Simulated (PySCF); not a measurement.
## Two-component Hartree-Fock for Cs(43+) (caesium, charge +43)

Start: [Ne] 3s2. Calculated with PySCF 2.14 in an uncontracted even-tempered set (18 s from 9.8 bohr⁻², ratio 2.4; 14 p from 13 bohr⁻², ratio 2.4; 4 d from 42 bohr⁻², ratio 2.6; 4 f from 63 bohr⁻², ratio 2.6): generalised Hartree-Fock with the X2C-1e Hamiltonian and a Gaussian nucleus; one run each with spin-orbit coupling (SO) switched off, then screened by Boettger's factors.

| spinor shell | electrons | ε, spin-free (eV) | ε, screened SO (eV) | weight of nominal j (screened SO) | rms radius, screened SO (bohr) |
| --- | --- | --- | --- | --- | --- |
| 1s1/2 | 2 | -39016.2 | -39013.1 | 1.000 | 0.0298 |
| 2s1/2 | 2 | -8456.7 | -8456.0 | 1.000 | 0.119 |
| 2p1/2 | 2 | -7877.6 | -8132.2 | 1.000 | 0.102 |
| 2p3/2 | 4 | -7877.6 | -7764.6 | 1.000 | 0.107 |
| 3s1/2 | 2 | -3394.4 | -3394.3 | 1.000 | 0.285 |

| quantity | spin-free | screened SO |
| --- | --- | --- |
| E (hartree) | -6040.23136 | -6042.46833 |
| M_J | 0 | 0 |
| ⟨J²⟩ | 0.000 | 0.000 |
| ⟨L²⟩ | 0.000 | 0.009 |
| ⟨S²⟩ | 0.000 | 0.009 |

Breit and QED terms are absent; they matter most for the inner s and p1/2 levels.

Densities and radii are taken from the X2C orbitals without a picture-change correction, which distorts them close to the nucleus.

Without spin-orbit coupling the j labels of p, d and f shells carry no meaning; the spin-free column gives the mean over the occupied spinors of each nl shell.
